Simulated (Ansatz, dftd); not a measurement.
Reaction: HS2 (SMILES [S]S, doublet) → HS2- (SMILES [S-]S) (an electron is taken up)
Each species at its own B3LYP-D3(BJ)/def2-TZVP minimum (Ansatz, a program for electronic structure).

Wanted: adiabatic electron affinity (electronic), positive where energy is released, in eV. Open shells are spin-unrestricted; no spin-orbit coupling. Cores are frozen in correlated methods. Rows without X2C or -DK are non-relativistic. CBS(X,Y): correlation extrapolated as X^-3, Hartree-Fock from the larger set. A bracket is a step between two methods taken in the basis named. Functionals run without relativity, which enters their misses. Double hybrids freeze cores in their MP2 part. 'core' is core correlation in cc-pwCVTZ (1s frozen past Ne), 'X2C' scalar relativity in cc-pVTZ-DK, both at CCSD(T). def2-TZVPD holds few diffuse functions, which lowers the functionals' binding of the extra electron.

```
level                                                                                                    program  adiabatic electron affinity (eV)  difference against the last row
------------------------------------------------------------------------------------------------  --------------  --------------------------------  -------------------------------
PBE/def2-TZVPD                                                                                            Ansatz                              1.72                            -0.19
r2SCAN-D4/def2-TZVPD                                                                              Ansatz + dftd4                              1.69                            -0.22
B3LYP/def2-TZVPD                                                                                          Ansatz                              1.83                            -0.08
CAM-B3LYP-D3(BJ)/def2-TZVPD                                                                       Ansatz + dftd3                              1.83                            -0.08
CAM-B3LYP/def2-TZVPD                                                                                      Ansatz                              1.83                            -0.08
B2PLYP-D4/def2-TZVPD                                                                              Ansatz + dftd4                              1.77                            -0.14
B2GP-PLYP-D4/def2-TZVPD                                                                           Ansatz + dftd4                              1.79                            -0.12
MP2/CBS(aug-cc-pV(T+d)Z,aug-cc-pV(Q+d)Z)                                                                  Ansatz                              2.03                             0.12
CCSD/aug-cc-pV(T+d)Z                                                                                      Ansatz                              1.79                            -0.12
CCSD(T)/CBS(aug-cc-pV(T+d)Z,aug-cc-pV(Q+d)Z)                                                              Ansatz                              1.94                             0.03
CCSD(T)/CBS(aug-cc-pV(T+d)Z,aug-cc-pV(Q+d)Z) + core + X2C                                                 Ansatz                              1.92                             0.01
CCSDT(Q)/aug-cc-pV(D+d)Z                                                                                  Ansatz                              1.73                            -0.18
CCSDT(Q)/aug-cc-pV(T+d)Z                                                                                  Ansatz                              1.83                            -0.08
CCSD(T)/CBS(aug-cc-pV(T+d)Z,aug-cc-pV(Q+d)Z) + [CCSDT(Q) - CCSD(T)]/aug-cc-pV(D+d)Z + core + X2C          Ansatz                              1.92                             0.01
CCSD(T)/CBS(aug-cc-pV(T+d)Z,aug-cc-pV(Q+d)Z) + [CCSDT(Q) - CCSD(T)]/aug-cc-pV(T+d)Z + core + X2C          Ansatz                              1.91                             0.00
```
